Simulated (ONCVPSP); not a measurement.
## Tl ONCV: all-electron and pseudo phase curves

Tl (Z = 81), optimised norm-conserving Vanderbilt (ONCV), made with ONCVPSP 4.0.1 (PBE, scalar-relativistic). Core [Kr] 4d10 4f14, reference 5s2 5p6 5d10 6s1.75 6p1.25. Waves: 5s+6s: rc 1.60 bohr, ncon 4, nbas 8, qcut 6.3 1/bohr, 2 projectors; 5p+6p: rc 1.65 bohr, ncon 5, nbas 8, qcut 7.6 1/bohr, 2 projectors; 5d: rc 1.30 bohr, ncon 3, nbas 7, qcut 8.3 1/bohr, 2 projectors, debl 2.1 Ha. Local part: polynomial inside 1.30 bohr (lpopt 5, dvloc0 0 Ha). Core correction: Teter function fitted to the true core (icmod 2), fcfact 0.25.

The phase is arctan(r·R′/R) of the radial function R(r), unwrapped; energies in Ha, scanned from -6 to 5 Ha. A pole is an energy at which the radial function vanishes at the test radius. The pseudo phase is shifted by a multiple of π to meet the all-electron one at the reference energy, and phase errors are pseudo minus all-electron; the curves can meet again beyond the range given. Levels narrower than the energy grid can be missing from the lists of poles.

```tsv
channel	radius (bohr)	reference energy (Ha)	poles, all-electron	poles, pseudo	unbroken range about the reference energy with phases within 0.05 rad	phase error 1 Ha above the reference energy (rad)
s	1.62	-0.36	-4.62	-4.62, 4.92	the whole range	-0.002
p	1.67	-0.09	-2.41	-2.41	the whole range	-0.000
d	1.32	-0.59	2.63	2.63	the whole range	+0.000
```

Phases in the s channel:

| E (Ha) | all-electron | pseudo |
| --- | --- | --- |
| -5.96 | 1.196 | 1.196 |
| -5.40 | 0.902 | 0.901 |
| -4.84 | -1.373 | -1.373 |
| -4.28 | -1.687 | -1.687 |
| -3.72 | -1.777 | -1.778 |
| -3.16 | -1.841 | -1.841 |
| -2.60 | -1.907 | -1.907 |
| -2.04 | -1.990 | -1.990 |
| -1.48 | -2.114 | -2.114 |
| -0.92 | -2.326 | -2.327 |
| -0.36 | -2.736 | -2.736 |
| 0.20 | -3.401 | -3.402 |
| 0.76 | -3.953 | -3.955 |
| 1.32 | -4.244 | -4.247 |
| 1.88 | -4.400 | -4.404 |
| 2.44 | -4.495 | -4.500 |
| 3.00 | -4.559 | -4.566 |
| 3.56 | -4.606 | -4.616 |
| 4.12 | -4.642 | -4.657 |
| 4.68 | -4.673 | -4.696 |
